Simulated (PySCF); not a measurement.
Electronic structure of Cd (cadmium, neutral) at the UHF level

Configuration: [Kr] 4d10 5s2, closed-shell 1S. Calculation: PySCF 2.14, in def2-SVP with the def2 core potential (28 electrons) (5s3p2d1f, 31 functions); a scalar-relativistic core potential.

```
Total energy             : -166.846609 hartree
One-electron energy      : -297.3220 hartree
Hartree (Coulomb) energy : 145.0416 hartree
Exchange energy          : -14.5662 hartree
⟨S²⟩                     : 0.0000
⟨L²⟩                     : 0.000
Sum of ⟨r⟩               : 26.61 bohr
Sum of ⟨r²⟩              : 49.65 bohr²
Time after the integrals : 0.07 s of wall time on 1 thread of Neoverse-V1 (shared host)
```

```json
{"shell": "4s", "electrons": "2", "mean orbital energy (eV)": "-130.75", "rms radius, mean of both spins (bohr)": "0.946"}
{"shell": "4p", "electrons": "6", "mean orbital energy (eV)": "-86.135", "rms radius, mean of both spins (bohr)": "1.04"}
{"shell": "4d", "electrons": "10", "mean orbital energy (eV)": "-19.612", "rms radius, mean of both spins (bohr)": "1.39"}
{"shell": "5s", "electrons": "2", "mean orbital energy (eV)": "-7.640", "rms radius, mean of both spins (bohr)": "3.33"}
```

Energies and moments cover only the electrons outside the core potential.
